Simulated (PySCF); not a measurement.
Point-charge models of `[H]/N=C\c1ncccn1` against its computed dipole.

Coordinates (GFN2-xTB, Å) and charges (e) from the PBE0/pcSseg-1 density (PySCF):

```tsv
atom	x	y	z	Mulliken	IAO	Hirshfeld	ESP-fitted
N1	2.856	0.960	0.302	-0.3021	-0.3981	-0.2143	-0.6497
C2	2.172	-0.043	-0.016	+0.1063	+0.0209	+0.0325	+0.1084
C3	0.698	-0.113	-0.037	+0.2931	+0.2117	+0.1151	+0.9996
N4	0.144	-1.265	-0.403	-0.4259	-0.2924	-0.1547	-0.9168
C5	-1.175	-1.320	-0.419	+0.1861	+0.0217	+0.0398	+0.7165
C6	-1.965	-0.230	-0.073	-0.2274	-0.2088	-0.0495	-0.8391
C7	-1.286	0.924	0.293	+0.1891	+0.0228	+0.0403	+0.6604
N8	0.032	0.985	0.312	-0.4437	-0.2952	-0.1468	-0.8454
H9	2.289	1.771	0.558	+0.1748	+0.2553	+0.0989	+0.3609
H10	2.683	-0.955	-0.306	+0.1187	+0.1573	+0.0491	+0.0857
H11	-1.606	-2.266	-0.722	+0.1098	+0.1670	+0.0630	+0.0255
H12	-3.041	-0.278	-0.087	+0.1097	+0.1712	+0.0637	+0.2630
H13	-1.806	1.830	0.580	+0.1115	+0.1665	+0.0629	+0.0311
```

Task: Form Σ q r in debye for every column and set it beside the full dipole.

Result: The full density gives (-4.65, -0.36, -0.11) D, 4.66 D in size; dipole vectors point from the negative to the positive end.

```tsv
scheme	μx	μy	μz	size (D)	share of the full size (%)	angle to the full dipole (°)
Mulliken	-2.45	-0.60	-0.19	2.53	54	10
IAO	-3.47	-0.52	-0.16	3.52	75	4
Hirshfeld	-2.59	-0.43	-0.14	2.63	56	5
ESP-fitted	-4.64	-0.35	-0.11	4.65	100	0
```

Task: Which set comes closest?

Result: Length of the difference vector: ESP-fitted 0.01 D, IAO 1.18 D, Hirshfeld 2.05 D, Mulliken 2.21 D. Closest: ESP-fitted. ESP charges are fitted to the potential around the molecule, whose slowest-falling term is the dipole's. 

Task: What is left for the Hirshfeld atoms' own dipoles?

Result: The Hirshfeld atoms' densities add up to the full density, so μ = Σ q r + Σ (atomic dipoles). The atomic dipoles sum to (-4.65, -0.36, -0.11) − (-2.59, -0.43, -0.14) = (-2.06, 0.07, 0.03) D, 2.05 D in size.

Task: With the origin at the mean of the coordinates, (0.000, 0.000, -0.001) Å, which are the largest single terms, by size, of the ESP-fitted dipole along the direction of the full one?

Result: N1 +9.14, C6 -7.97, C5 +4.42, H9 -4.22, H12 +3.86 D; all 13 atoms together +4.65 D. The single terms depend on the origin, their sum doesn't.

Task: Give the size of the full dipole in other units.

Result: 4.66 D = 1.834 au = 0.971 e·Å = 15.55 × 10⁻³⁰ C·m.

Isolated species at its GFN2-xTB geometry (one conformer only).

The values belong to the conformer `[H]/[N:1]=[CH:2]\[c:3]1[n:4][cH:5][cH:6][cH:7][n:8]1`: N1–C2–C3–N4 180°.
